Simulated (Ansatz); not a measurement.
Reaction (ligand exchange at a Ge–C bond): `C=[C]([AlH2])[GeH3]` + `N[SiH](F)F` → `F[SiH](F)[NH][GeH3]` + `C=[CH][AlH2]`

Program: Ansatz. Geometries: PBE0-D4/def2-TZVP. ΔE: electronic, gas phase. CCSD(T)/CBS is the MP2 limit (def2-TZVPP, def2-QZVPP) plus CCSD(T) − MP2 in def2-TZVPP, frozen cores. This one scheme is used for every species. DFT in def2-TZVPP. B3LYP here is the variant with VWN-RPA as its local correlation; programs differ in this. For Ge outer-core shells are correlated without core-valence functions, which leaves a few kJ/mol of doubt a bond. Scalar relativity is left out up to krypton. Each species was taken in one conformer, which may not be the lowest.

```json
{"level": "PBE-D4", "ΔE (kcal/mol)": "-2.8", "difference from CCSD(T)/CBS": "0.9"}
{"level": "PBE0-D4", "ΔE (kcal/mol)": "-3.3", "difference from CCSD(T)/CBS": "0.4"}
{"level": "B3LYP-D4", "ΔE (kcal/mol)": "-4.5", "difference from CCSD(T)/CBS": "-0.8"}
{"level": "ωB97X-V", "ΔE (kcal/mol)": "-4.7", "difference from CCSD(T)/CBS": "-1.0"}
{"level": "ωB97M-V", "ΔE (kcal/mol)": "-4.3", "difference from CCSD(T)/CBS": "-0.6"}
{"level": "B2PLYP", "ΔE (kcal/mol)": "-4.6", "difference from CCSD(T)/CBS": "-0.9"}
{"level": "PBE", "ΔE (kcal/mol)": "-2.9", "difference from CCSD(T)/CBS": "0.8"}
{"level": "r2SCAN", "ΔE (kcal/mol)": "-3.8", "difference from CCSD(T)/CBS": "-0.1"}
{"level": "B3LYP", "ΔE (kcal/mol)": "-4.7", "difference from CCSD(T)/CBS": "-1.0"}
{"level": "HF/def2-TZVPP", "ΔE (kcal/mol)": "-7.3", "difference from CCSD(T)/CBS": "-3.6"}
{"level": "MP2/def2-TZVPP", "ΔE (kcal/mol)": "-3.6", "difference from CCSD(T)/CBS": "0.1"}
{"level": "SCS-MP2/def2-TZVPP", "ΔE (kcal/mol)": "-4.6", "difference from CCSD(T)/CBS": "-0.9"}
{"level": "CCSD/def2-TZVPP", "ΔE (kcal/mol)": "-4.7", "difference from CCSD(T)/CBS": "-1.0"}
{"level": "HF/def2-QZVPP", "ΔE (kcal/mol)": "-7.5", "difference from CCSD(T)/CBS": "-3.8"}
{"level": "SCS-MP2/def2-QZVPP", "ΔE (kcal/mol)": "-4.5", "difference from CCSD(T)/CBS": "-0.8"}
{"level": "MP2/CBS(def2)", "ΔE (kcal/mol)": "-3.1", "difference from CCSD(T)/CBS": "0.6"}
{"level": "CCSD(T)/CBS", "ΔE (kcal/mol)": "-3.7", "difference from CCSD(T)/CBS": "0"}
```

Largest T1 diagnostic among the species: 0.012.

In def2-TZVPP, CCSD(T) changes the Hartree–Fock value by +3.1 kcal/mol (the triples alone add +0.5 kcal/mol) and MP2 by +3.7 kcal/mol.
